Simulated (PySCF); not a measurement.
Cl₃Si, SMILES Cl[Si](Cl)Cl (connectivity only; charge and spin as stated), charge +1, multiplicity 1.

Geometry optimised at B3LYP-D3(BJ)/def2-SVP. The spin state was assumed, not searched. The isomer is the one that the SMILES or the coordinates give; other isomers of the formula were not compared.

Method: TDA-PBE/def2-SVPD (PySCF 2.14.0).

Vertical excitations; the highest root listed may be one member of a degenerate set.  State labels are in the subgroup C2v.

Computed UV-visible absorptions:
| state | symmetry | energy (eV) | λ (nm) | f | main pairs |
|---|---|---|---|---|---|
| S1 | A2 | 4.85 | 256 | 0.000 | HOMO→LUMO 100 % |
| S2 | B1 | 5.23 | 237 | 0.000 | HOMO→LUMO+1 100 % |
| S3 | A2 | 5.70 | 218 | 0.000 | HOMO−3→LUMO (degenerate set) |
| S4 | B2 | 5.70 | 218 | 0.000 | HOMO−4→LUMO (degenerate set) |
| S5 | A2 | 5.80 | 214 | 0.000 | HOMO−2→LUMO+1 (degenerate set) |
| S6 | B2 | 5.80 | 214 | 0.000 | HOMO−1→LUMO+1 (degenerate set) |
| S7 | B1 | 5.91 | 210 | 0.014 | HOMO−2→LUMO, HOMO−3→LUMO+1 (degenerate set) |
| S8 | A1 | 5.91 | 210 | 0.014 | HOMO−1→LUMO, HOMO−4→LUMO+1 (degenerate set) |
| S9 | B1 | 6.37 | 194 | 0.104 | HOMO−3→LUMO+1, HOMO−2→LUMO (degenerate set) |
| S10 | A1 | 6.37 | 194 | 0.104 | HOMO−4→LUMO+1, HOMO−1→LUMO (degenerate set) |
| T1 | A2 | 4.68 | 265 | 0 | HOMO→LUMO 100 % |
| T2 | B1 | 4.87 | 254 | 0 | HOMO→LUMO+1 100 % |
| T3 | A1 | 5.12 | 242 | 0 | HOMO−1→LUMO (degenerate set) |
| T4 | B1 | 5.12 | 242 | 0 | HOMO−2→LUMO (degenerate set) |
Triplets are in the Tamm–Dancoff approximation.
